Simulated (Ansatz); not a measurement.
Isolated molecules relaxed with PBE0-D4/def2-TZVP in Ansatz; ΔE leaves out vibrations. CCSD(T)/CBS is the MP2 limit (def2-TZVPP, def2-QZVPP) plus CCSD(T) − MP2 in def2-TZVPP, frozen cores. This one scheme is used for every species. Functionals use def2-TZVPP. B3LYP here is the variant with VWN-RPA as its local correlation; programs differ in this. For Br outer-core shells are correlated without core-valence functions, which leaves a few kJ/mol of doubt a bond. Scalar relativity is left out up to krypton. Each species was taken in one conformer, which may not be the lowest.

Reaction (formal exchange of groups at the Si–B bond): `N[SiH](Cl)BO` + `FBr` → `N[SiH](Cl)Br` + `OBF`

```json
{"level": "PBE-D4", "ΔE (kJ/mol)": "-482.5", "difference from CCSD(T)/CBS": "37.1"}
{"level": "r2SCAN-D4", "ΔE (kJ/mol)": "-517.2", "difference from CCSD(T)/CBS": "2.4"}
{"level": "PBE0-D4", "ΔE (kJ/mol)": "-507.4", "difference from CCSD(T)/CBS": "12.2"}
{"level": "B3LYP-D4", "ΔE (kJ/mol)": "-499.3", "difference from CCSD(T)/CBS": "20.3"}
{"level": "ωB97X-V", "ΔE (kJ/mol)": "-503.5", "difference from CCSD(T)/CBS": "16.1"}
{"level": "ωB97M-V", "ΔE (kJ/mol)": "-513.3", "difference from CCSD(T)/CBS": "6.3"}
{"level": "B2PLYP", "ΔE (kJ/mol)": "-513.9", "difference from CCSD(T)/CBS": "5.7"}
{"level": "PBE", "ΔE (kJ/mol)": "-482.4", "difference from CCSD(T)/CBS": "37.2"}
{"level": "r2SCAN", "ΔE (kJ/mol)": "-517.6", "difference from CCSD(T)/CBS": "2.0"}
{"level": "PBE0", "ΔE (kJ/mol)": "-507.5", "difference from CCSD(T)/CBS": "12.1"}
{"level": "B3LYP", "ΔE (kJ/mol)": "-498.7", "difference from CCSD(T)/CBS": "20.9"}
{"level": "HF/def2-TZVPP", "ΔE (kJ/mol)": "-548.2", "difference from CCSD(T)/CBS": "-28.6"}
{"level": "MP2/def2-TZVPP", "ΔE (kJ/mol)": "-541.4", "difference from CCSD(T)/CBS": "-21.8"}
{"level": "SCS-MP2/def2-TZVPP", "ΔE (kJ/mol)": "-524.5", "difference from CCSD(T)/CBS": "-4.9"}
{"level": "CCSD/def2-TZVPP", "ΔE (kJ/mol)": "-520.8", "difference from CCSD(T)/CBS": "-1.2"}
{"level": "CCSD(T)/def2-TZVPP", "ΔE (kJ/mol)": "-515.8", "difference from CCSD(T)/CBS": "3.8"}
{"level": "HF/def2-QZVPP", "ΔE (kJ/mol)": "-544.0", "difference from CCSD(T)/CBS": "-24.4"}
{"level": "MP2/def2-QZVPP", "ΔE (kJ/mol)": "-542.2", "difference from CCSD(T)/CBS": "-22.6"}
{"level": "SCS-MP2/def2-QZVPP", "ΔE (kJ/mol)": "-525.3", "difference from CCSD(T)/CBS": "-5.7"}
{"level": "HF/CBS(def2)", "ΔE (kJ/mol)": "-543.5", "difference from CCSD(T)/CBS": "-23.9"}
{"level": "MP2/CBS(def2)", "ΔE (kJ/mol)": "-545.2", "difference from CCSD(T)/CBS": "-25.6"}
{"level": "CCSD/CBS(def2)", "ΔE (kJ/mol)": "-524.6", "difference from CCSD(T)/CBS": "-5.0"}
{"level": "CCSD(T)/CBS", "ΔE (kJ/mol)": "-519.6", "difference from CCSD(T)/CBS": "0"}
```

Largest T1 diagnostic among the species: 0.013.

From PBE to PBE0 (25 % exact exchange), in def2-TZVPP and without D4, ΔE moves by −25.1 kJ/mol. In def2-TZVPP, CCSD(T) changes the Hartree–Fock value by +32.3 kJ/mol (the triples alone add +5.0 kJ/mol) and MP2 by +6.8 kJ/mol.
